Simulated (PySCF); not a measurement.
Species: 2,2'-bipyridine, C₁₀H₈N₂.
Z-matrix (Å and degrees, GFN2-xTB geometry), rows numbered from 1:
```
C 
C   1  1.3871
C   2  1.3825  1  118.85
C   3  1.3960  2  118.70  1     0.00
C   4  1.4694  3  120.70  2   179.97
C   5  1.3959  4  120.69  3   180.00
C   6  1.3824  5  118.70  4  -179.91
C   7  1.3870  6  118.85  5    -0.03
C   8  1.3876  7  118.06  6    -0.00
N   9  1.3182  8  123.60  7     0.02
N   4  1.3320  3  122.28  2    -0.01
C  11  1.3182  4  118.51  3     0.02
H   1  1.0790  2  121.26  3  -179.95
H   2  1.0810  1  120.58  3  -179.99
H   3  1.0777  2  122.22  1   179.97
H   6  1.0776  5  119.09  4     0.11
H   7  1.0809  6  120.57  5   180.00
H   8  1.0791  7  121.25  6   179.96
H   9  1.0830  8  121.03  7  -179.91
H  12  1.0829  1  121.01  2   179.99
```

Computed at PBE0/pcSseg-1 (PySCF, non-relativistic), with Q(14N) = 0.02044 b: N10, 14N (I = 1): χzz = -5.295 MHz, η = 0.343.

Problem. Find the zero-field quadrupole resonance frequencies of 14N at N10.

Solution. From ν± = (3/4)|χ|(1 ± η/3) and ν0 = |χ|η/2: ν+ 4.426 MHz, ν− 3.517 MHz, ν0 0.909 MHz (pyridine-type nitrogen).

In a crystal, neighbours and librations shift these lines. One conformer (not necessarily the lowest) at the GFN2-xTB geometry, without solvent, vibrations or thermal averaging. GFN2-xTB bond lengths can be off by several hundredths of an ångström, more for odd bonds, and the gradients follow them. A larger basis could move these couplings by a tenth or more.
